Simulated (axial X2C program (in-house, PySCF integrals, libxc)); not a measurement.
**Which molecule has these constants?**

All values come from calculations with an in-house relativistic program for diatomic molecules, spin-free (one-electron X2C) or two-component (2c: spin–orbit coupling with atomic mean-field Coulomb and Gaunt terms, which also bring small scalar terms), in Dyall basis sets with cores contracted in-house; open shells are unrestricted.

A two-component CCSD(T) calculation in a Dyall 3-zeta basis gave Re = 2.338 Å, ωe = 291.7 cm⁻¹, Ω = 1/2.

Task: Which molecule is it?
A. GeBr
B. GeI
C. GeCl
D. GeF

Result: A. The others have GeF 1.759 Å and 655.4 cm⁻¹ (Ω = 1/2); GeI 2.548 Å and 239.1 cm⁻¹ (Ω = 1/2); GeCl 2.194 Å and 394.3 cm⁻¹ (Ω = 1/2).

Frozen shells (counts by l): GeBr Br 3s2p1d, Ge 3s2p1d, 11 electrons correlated; GeF Ge 3s2p1d, F 1s, 11 electrons correlated; GeI I 4s3p2d, Ge 3s2p1d, 11 electrons correlated; GeCl Ge 3s2p1d, Cl 2s1p, 11 electrons correlated. Coupled cluster in natural virtuals with an MP2 remainder. Where the outer core of a metal is frozen, bonds come out longer and ionisation energies lower.

Each entry is the lowest single determinant of a limited PBE0 search at one distance. De goes to single-determinant-based atoms at the same level (for ions the charge split of lowest energy) and is withheld (n/a) where an atom does not fit its ground term or J level. Main or longest-lived isotopes.
